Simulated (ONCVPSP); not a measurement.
**Before and after: ONCV potential for Zn**

| Item | Value |
| --- | --- |
| Element | Zn |
| Generator | ONCVPSP 4.0.1 |
| Type | optimised norm-conserving Vanderbilt (ONCV) |
| Functional | PBE |
| Relativity | scalar-relativistic |
| Frozen core | [Ne] |
| Valence charge | 20 |
| Reference configuration | 3s2 3p6 3d10 4s1 (charge +1) |
| Partial waves | 3s+4s: rc 1.20 bohr, ncon 5, nbas 9, qcut 10.1 1/bohr, 2 projectors; 3p: rc 0.70 bohr, ncon 4, nbas 7, qcut 12.7 1/bohr, 2 projectors, debl 0.5 Ha; 3d: rc 1.45 bohr, ncon 3, nbas 8, qcut 12.7 1/bohr, 2 projectors, debl 2.1 Ha |
| Local potential | polynomial inside 0.50 bohr (lpopt 5, dvloc0 0 Ha) |
| Core correction | Teter function, fcfact 2.25, rcfact 1.45 |

In the p channel the program set the typed energies aside and used -3.421, 0.250 Ha.

Change: core correction Teter function, fcfact 2.25, rcfact 2.02.

Cutoffs: the cutoffs (Ha) at which the residual kinetic energy of the hardest occupied pseudo-wave falls to 1 and 0.1 mHa per electron; they do not see the model core or the augmentation charge, which bear on the density cutoff. Errors are all-electron minus pseudo energies relative to the spin-unpolarised reference configuration.

How do hardness, ghosts and transferability respond?

The potential gets neither clearly harder nor softer (86 Ha and 269 Ha → 86 Ha and 269 Ha); the errors of the 4 common tests hardly move; neither file shows a bound ghost. A model core, the more so a compact one, raises the density cutoff, which this test does not measure.

```tsv
quantity	base	changed
cutoff, loose	86 Ha	86 Ha
cutoff, tight	269 Ha	269 Ha
bound ghosts	none	none
GHOST(+) flags under 300 eV	s at 289.5 eV	s at 289.5 eV
error for 3s2 3p6 3d10 4s2, meV [ΔE -9.89 eV]	+2.6	+2.6
error for 3s2 3p6 3d10 4s0, meV [ΔE 18.44 eV]	+1.1	+1.0
error for 3s2 3p6 3d9 4s0, meV [ΔE 58.98 eV]	+30	+30
error for 3s2 3p6 3d9 4s2, meV [ΔE 8.01 eV]	+79	+78
s: phases at 1.22 bohr within 0.05 rad from the reference energy up to (Ha; the scan ends near 5)	to the end of the scan	to the end of the scan
p: phases at 0.71 bohr within 0.05 rad from the reference energy up to (Ha; the scan ends near 5)	to the end of the scan	to the end of the scan
d: phases at 1.47 bohr within 0.05 rad from the reference energy up to (Ha; the scan ends near 5)	to the end of the scan	to the end of the scan
rms error of d²Exc/dni dnj with the model core, mHa	0.82	3.19
```
